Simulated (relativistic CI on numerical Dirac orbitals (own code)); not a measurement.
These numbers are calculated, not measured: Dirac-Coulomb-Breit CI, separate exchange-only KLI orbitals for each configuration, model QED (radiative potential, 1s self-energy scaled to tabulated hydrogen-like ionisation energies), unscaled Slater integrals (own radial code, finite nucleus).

Configuration list (outside the closed core [Ar] 3d10): 4s2.4p6.4d4, 4s2.4p6.4d3.4f, 4s2.4p5.4d5, 4s.4p6.4d5, 4s2.4p5.4d4.4f, 4s.4p6.4d4.4f, 4s2.4p6.4d3.5s, 4s2.4p6.4d2.4f.5s, 4s2.4p6.4d3.5p, 4s2.4p6.4d3.5d, 4s2.4p5.4d4.5s, 4p6.4d5.4f, 4s2.4p6.4d3.5f, 4s2.4p6.4d2.5s.5p, 4s.4p6.4d3.4f.5s, 4s2.4p6.4d3.6s, 4s2.4p6.4d3.6p, 4p6.4d5.5p, 4p6.4d6, 4p5.4d7, 4p5.4d6.4f, 4s2.4p6.4d2.5s2, 4s2.4p6.4d.4f.5s2, 4s2.4p5.4d2.4f.5s2, 4s.4p6.4d2.4f.5s2. Double excitations out of closed p, d and f shells are left out; levels of such configurations are missing from the list, as are those of other unlisted configurations, and high levels can miss mixing partners. These lack a partner that the ground configuration has and come out too high: 4s2.4p5.4d4.5s.

At this charge energies of transitions that change n are usually good to better than 1 %, and those within a shell (Δn = 0) to a few per cent. Terms inside the open d or f shell come out 10 to 20 % too wide with unscaled integrals.

Outline of the computed level scheme of Ir XXXVIII. Lowest level of each configuration: 4s2.4p6.4d4 3P_0 at 0.000 eV; 4s2.4p5.4d5 5D°_4 at 191.905 eV.

Some strong electric-dipole decays among the lowest 45 levels: 4s2.4p5.4d5 3D°_1 → 4s2.4p6.4d4 3P_0 (1.5e+11 s⁻¹); 4s2.4p5.4d5 5P°_2 → 4s2.4p6.4d4 5D_1 (2.0e+10 s⁻¹); 4s2.4p5.4d5 5D°_3 → 4s2.4p6.4d4 5D_2 (1.1e+10 s⁻¹).

LS names give the leading component of a level, which can be under half, so a name can repeat, a term be missing and a line seem to break the LS rules.
